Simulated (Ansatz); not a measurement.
The cluster Pb₅Se₁₀: single points at one geometry.

```yaml
crystal:
  periodic: [false, false, false]
  atoms:
    - {symbol: Pb, position_ang: [-1.247283, -2.386401, 1.704477]}
    - {symbol: Pb, position_ang: [-0.527235, 2.331522, 1.305724]}
    - {symbol: Pb, position_ang: [0.982006, -0.365579, -1.329279]}
    - {symbol: Pb, position_ang: [0.294346, 3.719658, -2.478549]}
    - {symbol: Pb, position_ang: [-3.666303, -0.092052, -0.179453]}
    - {symbol: Se, position_ang: [1.895529, 0.716434, 1.236377]}
    - {symbol: Se, position_ang: [2.546161, 1.938478, -2.293530]}
    - {symbol: Se, position_ang: [-2.238136, 0.206023, 2.245081]}
    - {symbol: Se, position_ang: [-3.875452, -2.983337, 0.274274]}
    - {symbol: Se, position_ang: [3.355523, -1.933454, -0.868726]}
    - {symbol: Se, position_ang: [1.659921, -1.261315, 2.532384]}
    - {symbol: Se, position_ang: [-1.997172, -2.248491, -1.081729]}
    - {symbol: Se, position_ang: [2.228482, 3.452756, -0.443296]}
    - {symbol: Se, position_ang: [-1.427734, 1.894352, -1.311845]}
    - {symbol: Se, position_ang: [2.017318, -2.988615, 0.688101]}
basis:
  gaussian: {orbitals: def2-SVP, initial_orbitals: start.molden}
hamiltonian: {xc: pbe}
correlation: {method: rpa}
scf: {omitted_lower_state_checks: [starts]}
```

The file start.molden holds the orbitals of an earlier run on this structure, at another level or in another basis.

```sh
$ ansatz run in.yaml --threads 2 --pin off --events-out ev --progress --plain --max-ram 22528MiB --backend cuda --devices 0, --max-vram 18GiB
```

Shortened log:

```
Functional definition: PBE
4805 factors; integrals over basis functions are off by at most 7.6e-4 eV
mean field evaluation 1: about -679582.0356 eV, gradient 1.7e1 eV
mean field evaluation 2: about -679582.5262 eV, gradient 5.7e-1 eV
mean field evaluation 4: about -679582.5276 eV, gradient 6.0e-3 eV
mean field -679582.52757611 eV, -24974.1972508405 hartree, gradient 7.2e-6 eV, S^2 0.000000; 0 other end points of the search recorded, 0 dependent functions left out
110 core orbitals not correlated: weight in the atoms' cores, before any rotation towards them, 1.000 or more for the frozen orbitals, at most 0.000 for the correlated occupied ones
reference -679056.70516951 eV, -24954.8736338130 hartree; 115, 115 occupied and 225, 225 virtual orbitals, 4805 factors
Total energy: -679169.02023327 eV, -24959.0011362764 hartree
Checks for a lower state left out: starts
```

It took 12 s on 2 threads of AMD EPYC 7R13 on a shared host and a share (18 GiB) of an NVIDIA H100 80GB HBM3, peak host memory 2.7 GiB.

The first input with `gaussian: {orbitals: def2-TZVP, fitting: {mean_field: def2-universal-jkfit}, initial_orbitals: start.molden}`, `hamiltonian: {xc: pbe, dispersion: d4}`, `output: {orbitals: {seedname: orbitals}}` and without the key `correlation` (abridged; 5.5 s):

```
Functional definition: PBE
mean field -679663.48303669 eV, -24977.1723091433 hartree, gradient 1.5e-5 eV, S^2 0.000000
Total energy: -679665.75300484 eV, -24977.2557289339 hartree
Checks for a lower state left out: starts
```

As the first input, with `gaussian: {orbitals: def2-SVP, fitting: {mean_field: def2-universal-jkfit}, initial_orbitals: start.molden}`, `hamiltonian: {xc: pbe0, dispersion: d4}`, `output: {orbitals: {seedname: orbitals}}` and without the key `correlation` (abridged; 6.5 s):

```
Functional definition: PBE0
mean field -679597.95968954 eV, -24974.7643705487 hartree, gradient 2.6e-5 eV, S^2 0.000000
Total energy: -679600.00673916 eV, -24974.8395982347 hartree
Checks for a lower state left out: starts
```

First input, but with `gaussian: {orbitals: def2-SVP, fitting: {mean_field: def2-universal-jkfit}, initial_orbitals: start.molden}`, `hamiltonian: {xc: {name: B97M-V}}`, `output: {orbitals: {seedname: orbitals}}` and without the key `correlation` (abridged; 6.5 s):

```
Functional definition: B97M-V
mean field -679556.64429129 eV, -24973.2460576676 hartree, gradient 5.0e-5 eV, S^2 0.000000
Total energy: -679556.64437724 eV, -24973.2460608262 hartree
Checks for a lower state left out: starts
```

The first input with `gaussian: {orbitals: def2-TZVP, fitting: {mean_field: def2-universal-jkfit}, initial_orbitals: start.molden}`, `hamiltonian: {xc: pbe0, dispersion: d4}`, `output: {orbitals: {seedname: orbitals}}` and without the key `correlation` (abridged; 8.5 s):

```
Functional definition: PBE0
mean field -679678.77631490 eV, -24977.7343267513 hartree, gradient 2.7e-5 eV, S^2 0.000000
Total energy: -679680.82337084 eV, -24977.8095546693 hartree
Checks for a lower state left out: starts
```

First input, but with `gaussian: {orbitals: def2-SVP, fitting: {mean_field: def2-universal-jkfit}, initial_orbitals: start.molden}`, `hamiltonian: {xc: pbe, dispersion: d4}`, `output: {forces: true, orbitals: {seedname: orbitals}}` and without the key `correlation` (abridged; 4.8 s):

```
Functional definition: PBE
mean field -679582.53407089 eV, -24974.1974895191 hartree, gradient 1.1e-5 eV, S^2 0.000000
Total energy: -679584.80403124 eV, -24974.2809090232 hartree
Atom 0 force     0.004404     0.002904     0.002152 eV/Å
Atom 1 force    -0.006959    -0.010700    -0.003096 eV/Å
Atom 2 force    -0.000463    -0.000146     0.003845 eV/Å
Atom 3 force    -0.001656    -0.002270     0.001578 eV/Å
Atom 4 force     0.009450     0.002503     0.001609 eV/Å
Atom 5 force     0.008441     0.002776     0.002187 eV/Å
Atom 6 force    -0.003097     0.010910     0.010837 eV/Å
Atom 7 force     0.001541     0.002919    -0.003282 eV/Å
Atom 8 force    -0.001051    -0.006719     0.013084 eV/Å
Atom 9 force    -0.012443    -0.007172     0.018855 eV/Å
Atom 10 force    -0.002922     0.000579    -0.001475 eV/Å
Atom 11 force    -0.010029     0.003980    -0.020846 eV/Å
Atom 12 force    -0.002630    -0.013066    -0.011516 eV/Å
Atom 13 force     0.008714     0.002913     0.000644 eV/Å
Atom 14 force     0.008701     0.010591    -0.014574 eV/Å
Dipole moment:    -0.734121     0.685892    -0.209894 e Å
Checks for a lower state left out: starts
```

First input, but with `correlation: {method: mp2}`, `output: {orbitals: {seedname: orbitals}}` and without the key `hamiltonian` (abridged; 11 s):

```
Functional definition: HF
mean field -679063.68347891 eV, -24955.1300819534 hartree, gradient 3.0e-6 eV, S^2 0.000000
110 core orbitals not correlated: weight in the atoms' cores, before any rotation towards them, 1.000 or more for the frozen orbitals, at most 0.000 for the correlated occupied ones
second order -78.36700047 eV of doubles, -0.00000000 eV of singles
Total energy: -679142.05047938 eV, -24958.0100161017 hartree
Checks for a lower state left out: starts
```

Geometry: PBE-D4/def2-SVP.

In the def2 sets Pb takes a core potential; there is no spin–orbit coupling. Correlated methods freeze 110 core orbitals; core or outer-core shells of Pb, Se are correlated, in sets that lack core-valence functions. Single mean-field runs in def2-SVP, def2-TZVP are fitted with def2-universal-jkfit. The structure comes from a short search, and lower isomers may exist.
